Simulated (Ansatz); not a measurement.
Li9Cl9⁺ (started as a model of: 2x3x3 LiCl rock-salt block), relaxed as a doublet with UKS PBE-D4/def2-SVP in Ansatz, starting from the PBE-D4/def2-SVP geometry of the neutral singlet. Force threshold 0.03 eV/Å.

Start:

Cartesian coordinates in Å:
```
Li -2.520 2.070 0.285
Cl -2.925 -0.152 -0.179
Li -2.215 -2.126 -1.136
Cl -0.946 1.962 1.966
Li -0.701 -0.405 1.046
Cl -0.596 -2.854 0.335
Li 1.234 1.558 2.602
Cl 1.384 -0.739 2.480
Li 1.539 -2.638 1.180
Cl -1.499 2.951 -1.526
Li -1.417 0.610 -2.106
Cl -1.169 -1.591 -3.064
Li 0.421 2.574 -0.114
Cl 0.623 0.360 -0.930
Li 0.746 -1.899 -1.629
Cl 2.564 2.398 0.981
Li 2.584 0.065 0.363
Cl 2.895 -2.144 -0.557
```

```
         step   energy (eV)  largest force component (eV/Å)  SCF passes
            1  -114483.4996                           0.352         100
            2  -114483.7221                           0.180          32
            3  -114483.7671                           0.070          28
            4  -114483.7786                           0.062          26
            5  -114483.7879                           0.027          25
            6  -114483.7905                           0.014          24
            7  -114483.7913                           0.006          25
            8  -114483.7916                           0.009          25
            9  -114483.7928                           0.013          27
           10  -114483.7963                           0.050          28
           11  -114483.8073                           0.067          31
           12  -114483.8800                           0.106          37
           13  -114483.8827                           0.186          24
           14  -114483.9082                           0.082          22
15 (rejected)  -114483.9059                           0.165          22
           16  -114483.9214                           0.036          21
           17  -114483.9287                           0.011          21
```

Force components are those of the run's own axes.

End:

```tsv
atom	x (Å)	y (Å)	z (Å)
Li1	-2.745	2.137	0.413
Cl2	-2.877	-0.124	-0.222
Li3	-2.186	-2.112	-1.144
Cl4	-0.920	1.972	1.883
Li5	-0.695	-0.402	1.038
Cl6	-0.534	-2.813	0.287
Li7	1.232	1.560	2.568
Cl8	1.408	-0.725	2.415
Li9	1.552	-2.827	1.368
Cl10	-1.743	3.063	-1.440
Li11	-1.668	0.867	-2.104
Cl12	-0.814	-1.251	-2.920
Li13	0.152	2.782	-0.168
Cl14	0.720	0.417	-1.076
Li15	0.977	-2.129	-1.518
Cl16	2.398	2.168	0.555
Li17	2.777	-0.226	0.449
Cl18	2.966	-2.356	-0.386
```

By distances, no bond broke or formed. The bond that changes most is Cl14–Li17, from 2.37 to 2.64 Å (atoms count from 1).

The force fell under the threshold at step 5, but the optimiser went on and released 0.141 eV more. No frequencies were taken in this run, so the end may be a saddle point.

Hardware: 4 threads of Arm Neoverse V1 on a shared host. Wall time 4.2 min.
